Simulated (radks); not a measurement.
Q: These are the eigenvalues of the occupied orbitals of an atom or ion with whole-number occupations (hartree). Method: scalar-relativistic Kohn-Sham, LDA (Slater exchange, Perdew-Wang correlation), spin-polarised, spherical densities, finite nucleus; Fermi nuclear charge, rms radius of each element as measured or else 0.836 A^(1/3) + 0.57 fm; computed with a radial shooting solver on a logarithmic mesh with Libxc functionals.

1s up: -1367.915
1s down: -1367.915
2s up: -216.4357
2s down: -216.4354
2p up: -194.2192
2p down: -194.2190
3s up: -45.83663
3s down: -45.83631
3p up: -38.71154
3p down: -38.71122
3d up: -28.32960
3d down: -28.32929
4s up: -9.15129
4s down: -9.15066
4p up: -6.85015
4p down: -6.84944
4d up: -3.50718
4d down: -3.50628
5s up: -1.45325
5s down: -1.45088
5p up: -0.90110
5p down: -0.89701
6s up: -0.29631

Which element is it, and in what charge state? The configuration may be excited. Open shells, if any, are filled with parallel spins first.

A: Z = 56, barium, charge +1: Ba+ in [Xe] 6s1. The list shows which subshells hold electrons but not how many an open one holds; the 1s level, -1367.9 hartree, gives Z - s = 52.3 by -(Z - s)^2/2, which with screening and relativity narrows Z to a few neighbours, and the depths of the outer levels then fix element, charge and occupations together.
